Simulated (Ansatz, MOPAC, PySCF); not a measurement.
Torsion H4–C1–C2–Ge3 in C2H8Ge (SMILES C[CH2][GeH3]); at each angle all else is relaxed with GFN2-xTB, and the levels are single points there.
Geometry at 60° (charge 0, multiplicity 1):
```csv
atom,x (Å),y (Å),z (Å)
C,-1.3323,0.5590,0.1553
C,-0.3843,-0.6202,-0.0204
Ge,0.6752,-0.4967,-1.6810
H,-2.0351,0.6122,-0.6748
H,-0.7770,1.4951,0.1872
H,-1.9013,0.4673,1.0793
H,-0.9526,-1.5525,-0.0299
H,0.2964,-0.6764,0.8315
H,1.4964,0.7527,-1.7144
H,-0.2033,-0.4708,-2.8911
H,1.6119,-1.6534,-1.8318
```

On the grid 0° to 120°, 0° is the highest and 60° the lowest point at MP2/CBS(cc-pVTZ, cc-pVQZ) + ΔCCSD(T)/cc-pVTZ.

Rows in 6-31G* carry no dispersion term and start afresh at each structure (6-31G* with six Cartesian d functions); the Pople sets are all-electron and without relativity. The state reached by PM6 isn't checked.

Programs: Ansatz (Gaussian basis) for Hartree–Fock, density functionals and correlated methods; MOPAC for PM6 (differences of heats of formation); PySCF for 6-31G* rows, the dispersion terms. Each number belongs to the level named beside it.

One of these levels gives 6.3 kJ/mol for the energy at 0° less that at 60°. Which one is it?
A. HF/6-31G*
B. PM6
C. PBE-D3(BJ)/def2-TZVPP

B, PM6. The others give 12.7 (HF/6-31G*), 10.8 (PBE-D3(BJ)/def2-TZVPP)

Ansatz is a quantum-chemistry and plane-wave program.
